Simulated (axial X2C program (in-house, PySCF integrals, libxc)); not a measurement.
## Which molecule has these constants?

Calculated with an in-house relativistic program for diatomic molecules, spin-free (one-electron X2C) or two-component (2c: spin–orbit coupling with atomic mean-field Coulomb and Gaunt terms, which also bring small scalar terms), in Dyall basis sets with cores contracted in-house; open shells are unrestricted.

A two-component PBE0 calculation in a Dyall 3-zeta basis gave Re = 2.093 Å, ωe = 406.8 cm⁻¹, De = 1.62 eV, Ω = 1/2.

Task: Which molecule is it?
A. AuB⁻
B. AgB⁻
C. CuB⁻

Result: B. The others have CuB⁻ 1.909 Å and 506.4 cm⁻¹ (Ω = 1/2); AuB⁻ 1.931 Å and 609.8 cm⁻¹ (Ω = 1/2).

Each entry is the lowest single determinant of a limited PBE0 search at one distance. De goes to single-determinant-based atoms at the same level (for ions the charge split of lowest energy) and is withheld (n/a) where an atom does not fit its ground term or J level. Main or longest-lived isotopes. Some light 2c atoms are not at their ground J level, so De misses part of their lowering (0.04 eV or less). The functionals have no current term, which raises determinants with orbital currents.
